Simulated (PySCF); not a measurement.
**Single point on BeN**

State: ⁴Σ⁻ (quartet), unpaired electrons σ ↑, π ↑↑.

An equivalent input (the run itself took its basis sets from the Basis Set Exchange, started from a PBE0 density and held the occupation σ 5α 4β, πx 1α 0β, πy 1α 0β):

```python
from pyscf import gto, dft
mol = gto.M(atom='Be 0 0 0; N 0 0 1.609', basis={'Be': 'def2-TZVP', 'N': 'def2-TZVP'},
            charge=0, spin=3, verbose=4, symmetry='C2v')
mf = dft.UKS(mol, xc='PW91,PW91')
mf.grids.atom_grid = (80, 434)
mf.grids.prune = dft.gen_grid.treutler_prune
mf.irrep_nelec = {'A1': (5, 4), 'B1': (1, 0), 'B2': (1, 0)}
mf.conv_tol = 1e-9
mf.max_cycle = 60
mf.diis_space = 10
mf.kernel()
```

The log (some set-up lines and the per-cycle HOMO/LUMO lines removed):

```
******** <class 'pyscf.dft.uks_symm.SymAdaptedUKS'> ********
method = SymAdaptedUKS
damping factor = 0
level_shift factor = 0
DIIS = <class 'pyscf.scf.diis.CDIIS'>
diis_start_cycle = 1
diis_space = 10
diis_damp = 0
SCF conv_tol = 1e-09
SCF conv_tol_grad = None
SCF max_cycles = 60
number electrons alpha = 7  beta = 4
Set gradient conv threshold to 3.16228e-05
init E= -69.3024669717815
cycle= 1 E= -69.3034647046946  delta_E= -0.000998  |g|= 0.0152  |ddm|= 0.0865
cycle= 2 E= -69.303020010915  delta_E= 0.000445  |g|= 0.0327  |ddm|= 0.0476
cycle= 3 E= -69.3036527900431  delta_E= -0.000633  |g|= 0.00251  |ddm|= 0.0249
cycle= 4 E= -69.3036583935304  delta_E= -5.6e-06  |g|= 0.000206  |ddm|= 0.00391
cycle= 5 E= -69.3036584236175  delta_E= -3.01e-08  |g|= 7.4e-05  |ddm|= 0.000442
cycle= 6 E= -69.3036584278089  delta_E= -4.19e-09  |g|= 9.63e-06  |ddm|= 0.000106
cycle= 7 E= -69.303658427888  delta_E= -7.91e-11  |g|= 2.55e-06  |ddm|= 1.9e-05
Extra cycle  E= -69.3036584278834  delta_E= 4.59e-12  |g|= 3.87e-06  |ddm|= 5.03e-06
converged SCF energy = -69.3036584278834  <S^2> = 3.7533129  2S+1 = 4.0016561
```

Repeating this along the bond gives Re = 1.618 Å and ωe = 907 cm⁻¹.

A point of this curve took 0.29 CPU seconds beside 0.042 for the integrals, on Oxide Virtual Turin-like (shared host).

The state is the lowest determinant that a PBE0 search found; another state may lie lower at other levels.
